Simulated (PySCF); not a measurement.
A GIAO shielding run with PySCF (density fitting, non-relativistic, gas phase) on SMILES C[SiH](C)C[SiH2]F, C$_{3}$H$_{11}$FSi$_{2}$:

```
$ OMP_NUM_THREADS=1 python probes_run.py task.json out

{"job": {"kind": "nmr", "xc": "PBE0", "basis": "pcSseg-1"}, "charge": 0, "multiplicity": 1}
C     -1.088464     1.684881     0.090942
Si    -0.891481    -0.083676    -0.578309
C     -1.412183    -1.350404     0.737360
C      0.932080    -0.376131    -1.085682
Si     2.243840     0.041357     0.209500
F      1.878179    -0.736461     1.576797
H     -2.131542     1.919290     0.280339
H     -0.710555     2.420169    -0.613430
H     -0.548952     1.815034     1.024762
H     -1.730366    -0.246986    -1.784486
H     -1.418181    -2.358084     0.332729
H     -2.408591    -1.143581     1.116266
H     -0.728653    -1.341662     1.580837
H      1.140875     0.203879    -1.983896
H      1.041248    -1.421884    -1.374799
H      3.569764    -0.459807    -0.133663
H      2.255983     1.446096     0.594824
```

Hardware: 1 thread of an Intel Xeon, shared host. The job also computes population analyses, field gradients.

Problem. How large is the calculation?

Solution. 66 electrons, 171 basis functions and 934 auxiliary functions.

Problem. How long does it take, and how much memory does it need?

Solution. 79 s of wall time, with 12 SCF cycles and 4 response iterations; peak memory 0.73 GiB. Times on a shared host scatter by some tens of per cent.
